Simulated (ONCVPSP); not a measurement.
**Potentials for nickel (Ni) compared**

Generated with ld1.x 7.5 (TM, RRKJ, ultrasoft, PAW), atompaw 4.2 or ONCVPSP 4.0.1. The cutoff is in Ry: for ld1.x and atompaw files where the sum of valence levels is converged to 10 mRy in a Bessel basis, for ONCV files where the hardest occupied wave has 1 mHa per electron of residual kinetic energy. The error is the largest all-electron minus pseudo excitation energy over each file’s own four to seven test configurations (ionisations up to +4, promotions, holes and added fractions of an electron), all of which were solved. The labels leave out finer settings (local radius, basis sizes, second energies), which also bear on the numbers. Spin-polarised tests are not counted. The rows are a selection from randomly drawn settings: files with unsolved tests, undetermined cutoffs or missed reference levels are left out.

A true bound ghost makes a file unfit for plane-wave use even where its test errors are small: the radial tests pick states by their node count and pass the ghost by.

```csv
potential,cutoff (Ry),largest error (meV),bound ghosts
"ONCV, PBE, non-relativistic, rc 1.40/0.80/0.80 (spd), local smoothed, core correction no, reference 3s2 3p6 3d8 4s2, qcut 10.8/9/12.1, projectors 2/1/2",686,+31,none
"ONCV, PBEsol, scalar-relativistic, rc 1.00/1.00/0.85 (spd), local smoothed, core correction yes, reference 3s2 3p6 3d8 4s1.5, qcut 11.8/13.5/15.2, projectors 2/2/1",207,-9.0,none
"ONCV, PBE, scalar-relativistic, rc 1.35/0.90/1.70 (spd), local smoothed, core correction yes, reference 3s2 3p6 3d8.5 4s1.5, qcut 8.7/18.6/10.5, projectors 2/2/2",167,+146,none
"ONCV, PBE, scalar-relativistic, rc 1.20/1.10/1.60/1.40 (spdf), local smoothed, core correction yes, reference 3s2 3p6 3d8 4s1, qcut 12/11/10.1/9.3, projectors 2/2/2/2",88,+125,none
"ONCV, PBEsol, scalar-relativistic, rc 1.40/0.75/1.00 (spd), local smoothed, core correction yes, reference 3s2 3p6 3d8 4s1, qcut 11/13.3/17.7, projectors 2/2/3",210,+1.3,none
"ONCV, PBE, scalar-relativistic, rc 1.15/0.70/1.25/1.15 (spdf), local smoothed, core correction yes, reference 3s2 3p6 3d8 4s2, qcut 13.8/13.4/8.9/10.9, projectors 2/3/2/2",204,-185,p
"ONCV, PBE, scalar-relativistic, rc 1.80/2.00/1.00/1.90 (spdf), local smoothed, core correction yes, reference 3d8 4s2, qcut 4/3.6/15.1/6.7, projectors 2/2/2/3",183,-165,"s, p"
```

Fill in the row for Ni: ONCV, PBE, scalar-relativistic, rc 2.25/1.25/1.00 (spd), local smoothed, core correction yes, reference 3p6 3d8 4s1.75, qcut 3.8/11.6/16.4, projectors 3/3/2.

cutoff 198 Ry, largest error -43 meV, bound ghosts: none.

Fill in the row for Ni: ONCV, LDA (Perdew-Wang 92), scalar-relativistic, rc 1.35/0.95/1.35/1.30 (spdf), local smoothed, core correction yes, reference 3s2 3p6 3d8 4s1, qcut 10.1/14.6/11.7/9, projectors 2/2/3/2.

cutoff 109 Ry, largest error +51 meV, bound ghosts: none.
